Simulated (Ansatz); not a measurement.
Ansatz results at the PBE0-D4/def2-TZVP geometry: ideal-gas entropy at 298 K and 1 bar (rigid rotor, harmonic PBE0-D4/def2-TZVP) 383 J/(mol·K); LUMO energy (PBE0/def2-TZVPP) -0.29 eV; size of the dipole moment (ωB97M-V/def2-TZVPP) 0.91 D.

Each molecule was computed in one conformer, which needn't be the lowest.

(1) Which molecule gave them?
A. `C[Si](C)(C)F`
B. `O[Si]([SiH3])(Cl)Cl`
C. `F[Si](F)(F)[Si](F)(F)F`
D. `N#C[Si](F)(F)Cl`

## Answers

(1) B. The others give `F[Si](F)(F)[Si](F)(F)F`: 397, -0.86, 0.00; `N#C[Si](F)(F)Cl`: 344, -1.41, 2.13; `C[Si](C)(C)F`: 352, 0.92, 1.77.
